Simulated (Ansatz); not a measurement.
Si8H6, relaxed as a singlet with RKS PBE-D4/def2-SVP in Ansatz, starting from the GFN2-xTB geometry. Force threshold 0.02 eV/Å.

The restricted singlet is unstable towards broken spin symmetry in Hartree–Fock (as tested in another run); at PBE-D4/def2-SVP this wasn't settled. Another isomer (singlet) lies 0.52 eV lower at PBE0-D4/def2-TZVP; other spin states weren't run for this one.

Start:

```xyz
14

Si   -0.9690    2.3698    1.6868
Si    0.9768    1.2535    1.2490
Si    0.2992   -1.9512   -2.3738
Si   -3.5348   -0.2330   -0.8411
Si   -1.6158   -1.0751   -1.5387
Si   -2.6994    1.2562    0.6598
Si    2.5070   -0.1433    0.3285
Si    1.7291   -2.0413   -0.6152
H    -0.1406   -3.3227   -2.8326
H    -3.9244    1.8946    1.2332
H    -0.8018    3.4363    0.5804
H     2.8152   -3.0081   -0.9121
H     3.4242   -0.6030    1.4245
H     1.9342    2.1673    1.9514
```

| step | energy (eV) | largest force component (eV/Å) | SCF passes |
| --- | --- | --- | --- |
| 1 | -63061.8654 | 0.883 | 27 |
| 2 | -63062.1693 | 0.314 | 30 |
| 3 | -63062.3457 | 0.430 | 23 |
| 4 | -63062.5609 | 0.677 | 27 |
| 5 | -63062.7997 | 0.732 | 23 |
| 6 | -63063.0389 | 0.639 | 23 |
| 7 | -63063.2343 | 0.430 | 23 |
| 8 | -63063.3875 | 0.300 | 23 |
| 9 | -63063.5074 | 0.163 | 22 |
| 10 | -63063.6147 | 0.198 | 23 |
| 11 | -63063.7079 | 0.228 | 23 |
| 13 | -63063.8621 | 0.340 | 23 |
| 15 | -63063.9621 | 0.304 | 23 |
| 17 | -63064.1399 | 0.326 | 27 |
| 19 | -63064.4596 | 0.349 | 22 |
| 21 | -63064.7762 | 0.317 | 22 |
| 23 | -63064.8957 | 1.140 | 29 |
| 25 | -63064.9542 | 0.193 | 22 |
| 27 | -63064.9796 | 0.040 | 24 |
| 29 | -63064.9822 | 0.029 | 22 |
| 31 | -63064.9831 | 0.019 | 24 |

Force components are those of the run's own axes.

End:

```tsv
atom	x (Å)	y (Å)	z (Å)
Si1	-0.546	1.874	0.240
Si2	1.383	1.496	1.436
Si3	0.458	-0.733	-2.784
Si4	-1.830	-1.761	0.385
Si5	-1.095	0.029	-1.222
Si6	-2.237	0.447	1.002
Si7	2.192	-0.449	0.833
Si8	0.519	-1.560	-0.323
H9	-0.429	-1.993	-2.962
H10	-3.643	0.894	0.646
H11	-0.914	3.264	-0.209
H12	0.816	-2.981	-0.717
H13	3.156	-1.196	1.720
H14	2.169	2.667	1.956
```

Bonds formed: Si1–Si5, Si4–Si8, Si5–Si6, Si5–Si8 (atoms count from 1).

The force fell under the threshold at step 30, but the optimiser went on. No frequencies were taken in this run, so the end may be a saddle point.

Run time 81 s (4 threads of Arm Neoverse V1 on a shared host).
